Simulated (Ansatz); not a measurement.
Calculated with Ansatz (gas phase, PBE0-D4/def2-TZVP geometries, no zero-point term in ΔE). CBS: MP2 limit from def2 TZ/QZ plus the TZ coupled-cluster correction, frozen cores. This one scheme is used for every species. Functionals use def2-TZVPP. B3LYP here is the variant with VWN-RPA as its local correlation; programs differ in this. def2 core potentials past Kr. For Te outer-core shells are correlated without core-valence functions, which leaves a few kJ/mol of doubt a bond. One conformer a species, not always the lowest.

Consider the substitution at a C–O bond: `C#CCOC=O` + `[SiH3][TeH]` → `O=C[Te][SiH3]` + `C#CCO`.

`C#CCOC=O`:

```xyz
10

C    -2.183    0.065    0.893
C    -1.184    0.396    0.319
C     0.018    0.813   -0.379
O     1.205    0.301    0.242
C     1.582   -0.921   -0.148
O     1.036   -1.597   -0.966
H    -3.069   -0.239    1.399
H    -0.019    0.487   -1.420
H     0.123    1.898   -0.343
H     2.490   -1.204    0.403
```

`[SiH3][TeH]`:

Cartesian coordinates in Å:
```
Si -0.330 -0.440 -0.345
Te 1.679 0.618 0.687
H -0.980 0.468 -1.323
H 0.188 -1.644 -1.041
H -1.320 -0.840 0.686
H 0.763 1.838 1.337
```

`O=C[Te][SiH3]`:

Z-matrix (Å, degrees):
```
Si
Te 1 2.492
H 1 1.489 2 104.8
H 1 1.483 2 111.3 3 118.8
H 1 1.483 2 111.3 3 -118.8
C 2 2.162 1 92.1 3 0.1
O 6 1.185 2 123.4 1 180.0
H 6 1.108 2 112.4 1 -0.0
```

`C#CCO`:

```xyz
8

C    -0.858   -1.593   -0.480
C    -0.200   -0.601   -0.324
C     0.593    0.599   -0.088
O    -0.063    1.555    0.715
H    -1.445   -2.468   -0.630
H     1.559    0.306    0.346
H     0.805    1.092   -1.040
H    -0.391    1.110    1.501
```

```json
{"level": "B3LYP", "ΔE (kcal/mol)": "10.1"}
{"level": "HF/def2-TZVPP", "ΔE (kcal/mol)": "17.3"}
{"level": "SCS-MP2/def2-TZVPP", "ΔE (kcal/mol)": "11.2"}
{"level": "CCSD(T)/def2-TZVPP", "ΔE (kcal/mol)": "11.4"}
```

Q: What does CCSD(T)/CBS give? (Best estimate.)

A: Ansatz gave: +9.7 kcal/mol. The listed levels differ from it by 0.4, 7.6, 1.5, 1.7 kcal/mol.

Largest T1 diagnostic among the species: 0.016.

From PBE to PBE0 (25 % exact exchange), in def2-TZVPP and without D4, ΔE moves by +2.8 kcal/mol. In def2-TZVPP, CCSD(T) changes the Hartree–Fock value by −5.9 kcal/mol (the triples alone add −1.2 kcal/mol) and MP2 by −6.8 kcal/mol.

CCSD(T)/CBS has its own doubt, a few kJ/mol and more with outer-core shells, so smaller differences from it don't rank the levels.
